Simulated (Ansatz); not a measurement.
Born–Oppenheimer molecular dynamics of CH4Cl2Sn (8 atoms, charge 0, multiplicity 1). It goes on from the last frame of an earlier run, with new velocities.

The calculation used RHF/def2-SVP in Ansatz 0.2.0.

* ensemble: NVE (velocity Verlet)
* time step: 0.5 fs
* steps asked: 150
* starting velocities drawn for: 1000 K
* seed: 325723

First frame:

```xyz
8
Properties=species:S:1:pos:R:3
Sn -0.010 -0.070 0.099
Cl 0.230 -0.037 2.420
H 1.694 0.564 -0.117
Cl -1.141 1.815 -1.151
C -1.066 -1.356 -1.181
H -0.619 -2.302 -0.994
H -2.147 -1.397 -0.935
H -0.760 -1.065 -2.196
```

**Question.** How far do the bonds stretch over the last three quarters of this one trajectory? (Pairs bonded in most of those frames.)

**Answer.** 
```tsv
bond	mean (Å)	spread (Å)	shortest	longest
Sn1–Cl2	2.391	0.063	2.28	2.46
Sn1–H3	1.705	0.098	1.57	1.85
Sn1–Cl4	2.338	0.096	2.23	2.53
Sn1–C5	2.159	0.027	2.11	2.21
C5–H6	1.100	0.058	1.00	1.20
C5–H7	1.106	0.060	1.01	1.20
C5–H8	1.097	0.011	1.08	1.12
```

Mean temperature of the second half: 1578 K. The conserved energy stayed within 0.35 meV per atom of its start (net change 0.072 meV per atom), so the integration is sound. The kinetic energy rose, since the run started high on the potential surface and went downhill. A run of 0.075 ps of so small a system gives no equilibrium averages.

The run took 7.1 min on 1 thread of Arm Neoverse V1 (shared host), peak memory 0.2 GiB.
